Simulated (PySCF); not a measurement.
Mo(O)2(F)(NH2) (FH2MoNO2), SMILES [NH2][Mo](=[O])(=[O])[F], multiplicity 1.

The structure is a stationary point at B3LYP-D3(BJ)/def2-SVP. The multiplicity is an assumed one; no other spin state was optimised. The structure was generated by enumeration; whether it is a known compound was not checked. The def2 effective core potentials stand for the cores of Mo; spin–orbit coupling is left out. One conformer was computed; it need not be the lowest.

Two levels are set side by side: PBE/def2-TZVP (PySCF) and HF/def2-TZVP (PySCF). Same geometry, gas phase. Differences are taken from unrounded values.

```
quantity                         HF    PBE  PBE minus HF
---------------------------  ------  -----  ------------
orbital gap (eV)              13.49   4.29         -9.21
highest occupied level (eV)  -12.49  -7.51          4.99
lowest empty level (eV)        1.00  -3.22         -4.22
dipole moment (D)              4.17   3.77         -0.40
mean polarisability (bohr³)    45.2   50.7           5.5
```

PBE's occupied levels lie high since its potential decays too fast outside the molecule; exact exchange lowers them and widens the gap. Loosely held outer electrons make PBE densities more polarisable. Differences between two approximate levels are no errors against the true value.

Rough cost on one machine, each run with all the roots and properties that it gave: HF against PBE about 1/3.
